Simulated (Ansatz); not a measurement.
Zr₂S₄⁻, relaxed as a doublet with UKS PBE0-D4/def2-SVPD in Ansatz, starting from the GFN1-xTB geometry. Force threshold 0.02 eV/Å.

In the def2 sets Zr takes a core potential; there is no spin–orbit coupling. The relaxation made no stability test and no search for a lower SCF solution. No other spin state of charge -1 was run. The structure comes from a short search, and lower isomers may exist.

Start:

```xyz
6

Zr    0.039    1.256    0.936
Zr   -0.030   -1.263   -0.933
S     1.796    2.663    0.611
S     1.683   -1.428   -2.420
S    -1.809   -2.644   -0.612
S    -1.679    1.416    2.417
```

Problem. Estimate the energy that the relaxation releases and the steps that it takes.

Solution. 113.3 kcal/mol, in 49 steps; 7.2 min on 4 threads of Arm Neoverse V1 on a shared host. The force fell under the threshold at step 6, but the optimiser went on and released 4.233 eV more. No frequencies were taken in this run, so the end may be a saddle point.

Problem. Does the start keep its bonding and symmetry?

Solution. Bonds formed: Zr1–S5, Zr2–S3, Zr2–S6 (atoms count from 1). The end is the same structure that another start reached, the lowest one found. Point group D2h at the start, C3v at the end, both within 0.05 Å.

Problem. Predict the relaxed structure.

Solution. 
| atom | x (Å) | y (Å) | z (Å) |
| --- | --- | --- | --- |
| Zr1 | -1.231 | 1.355 | 0.624 |
| Zr2 | 0.537 | -0.591 | -0.272 |
| S3 | 0.852 | 1.935 | -0.430 |
| S4 | 1.983 | -2.181 | -1.005 |
| S5 | -1.871 | -0.258 | -1.042 |
| S6 | -0.269 | -0.259 | 2.125 |
Bond lengths (bridged metal pairs left out): 7 × S–Zr 2.27 to 2.55 Å.
